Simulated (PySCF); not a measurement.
Isomers of H6B3N. Isolated molecules, 0 K electronic values unless said otherwise. One relaxed conformer stands for each flexible species; it need not be the lowest. Strings in code marks are SMILES.

All values below come from B3LYP-D3(BJ)/def2-TZVP (PySCF). B3LYP has the VWN-RPA correlation part, as in Gaussian. Excitations are Tamm–Dancoff values on a coarser integration grid. The basis has no diffuse functions, so Rydberg states are missing or too high.

| species | S1 oscillator strength | LUMO (eV) | S1–T1 gap (TDA) (eV) |
|---|---|---|---|
| `N(BB)B` | 0.007 | -1.81 | 0.79 |
| `BBBN` | 0.006 | [?] | 0.71 |
| `BB(B)N` | [?] | [?] | 0.95 |
| `BN(B)B` | 0.000 | -1.79 | 0.54 |

**Question.** Some entries are withheld; supply them.

**Answer.** 
- `BBBN`, LUMO (eV): -1.58
- `BB(B)N`, S1 oscillator strength: 0.042
- `BB(B)N`, LUMO (eV): -2.59
